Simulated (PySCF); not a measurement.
From one molecule to another.

First species: C4H6O2Si.
InChI=1S/C4H6O2Si/c5-3-1-2-4(6)7-3/h1-2,7H2

Second species: C₃H₇Cl₂FSi₂.
SMILES: `F/C(=C/[SiH3])[Si@@H](Cl)CCl`

Levels: CAM-B3LYP/def2-SVPD for HOMO energy, LUMO energy, HOMO–LUMO gap and static isotropic polarisability; TDDFT CAM-B3LYP/def2-SVPD for lowest singlet excitation; TDA CAM-B3LYP/def2-SVPD for lowest triplet excitation (Tamm–Dancoff). Geometries: GFN2-xTB. All species are isolated and taken at one optimised geometry, non-relativistic unless stated. Electronic properties by PySCF.

Dipoles, sizes and rotational constants follow the conformer. The torsions of the flexible species, by atom-mapped SMILES:
- `[F:1]/[C:2](=[CH:3]/[SiH3:4])[Si@@H:5]([Cl:6])[CH2:7][Cl:8]`: F1–C2–Si5–Cl6 -125°, C2–Si5–C7–Cl8 174°

The conformers of `O=C1CCC(=O)[SiH2]1` aren't listed.

```
                                property  column X  column Y
                             HOMO energy  -9.42 eV  -8.11 eV
                             LUMO energy  -0.22 eV  -1.07 eV
                           HOMO–LUMO gap   9.20 eV   7.04 eV
               lowest singlet excitation   6.33 eV   2.90 eV
lowest triplet excitation (Tamm–Dancoff)   3.92 eV   2.37 eV
         static isotropic polarisability  114.9 au   75.7 au
```

(1) Which column belongs to which species?

(2) How does each property change from the first species to the second?

Answers

(1) Column X is the second species and column Y the first. The first has 13 atoms and 60 electrons, the second 15 and 96.

(2) HOMO energy -1.31 eV; LUMO energy +0.85 eV; HOMO–LUMO gap +2.16 eV; lowest singlet excitation +3.43 eV; lowest triplet excitation (Tamm–Dancoff) +1.55 eV; static isotropic polarisability +39.2 au.

On the first: The 8 singlets span 2.90 to 6.99 eV, and their oscillator strengths add up to 0.13. The vertical singlet–triplet gap S1 − T1 is 0.53 eV (TDDFT singlet less Tamm–Dancoff triplet; S1: HOMO→LUMO, weight 0.86; T1: HOMO→LUMO, weight 0.81).

On the second: The polarisability is 17.03 Å³ as a volume (1 au = 0.148185 Å³), or 1.20 au for each of the 96 electrons. The vertical singlet–triplet gap S1 − T1 is 2.41 eV (TDDFT singlet less Tamm–Dancoff triplet; S1: HOMO→LUMO, weight 0.95; T1: HOMO→LUMO, weight 0.87).
